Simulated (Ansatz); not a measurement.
SiCl(vinyl)3 (C₆H₉ClSi). Total charge 0; singlet. Geometry PBE-D4/def2-SVP.

Cartesian coordinates in Å:
```
Si -0.006 0.029 -0.040
Cl -0.198 1.329 -1.678
C 1.591 0.434 0.857
C 2.443 1.419 0.512
H 1.842 -0.192 1.736
H 2.244 2.073 -0.354
H 3.372 1.614 1.078
C 0.031 -1.734 -0.679
C -0.023 -2.087 -1.977
H 0.104 -2.537 0.081
H -0.096 -1.329 -2.776
H 0.004 -3.144 -2.298
C -1.476 0.283 1.097
C -2.488 1.143 0.873
H -1.502 -0.328 2.022
H -2.514 1.776 -0.031
H -3.331 1.252 1.578
```

B3LYP takes the VWN-RPA correlation. The restricted singlet is unstable towards broken spin symmetry in Hartree–Fock (as tested in another run); at HF/6-31G this wasn't settled.

Task: Estimate the orbital energies around the gap (eV) in Ansatz with HF/6-31G, LDA (SPW92)/def2-TZVP, PBE-D4/def2-SVP, PBE-D4/def2-TZVP, B3LYP-D4/6-31G.

Result: 
```tsv
orbital	HF/6-31G	LDA (SPW92)/def2-TZVP	PBE-D4/def2-SVP	PBE-D4/def2-TZVP	B3LYP-D4/6-31G
HOMO−5	-12.91	-8.24	-8.05	-8.13	-9.31
HOMO−4	-11.92	-7.60	-7.32	-7.45	-8.38
HOMO−3	-11.92	-7.60	-7.31	-7.45	-8.37
HOMO−2	-10.38	-6.95	-6.68	-6.80	-7.56
HOMO−1	-10.38	-6.95	-6.68	-6.79	-7.56
HOMO	-10.02	-6.84	-6.54	-6.64	-7.36
LUMO	3.35	-2.06	-1.62	-1.82	-0.59
LUMO+1	3.35	-2.06	-1.62	-1.82	-0.59
LUMO+2	4.33	-0.86	-0.43	-0.62	0.50
LUMO+3	5.22	-0.56	0.04	-0.29	0.69
LUMO+4	5.84	0.58	1.32	0.73	2.34
LUMO+5	6.75	0.97	1.62	1.13	2.92
```
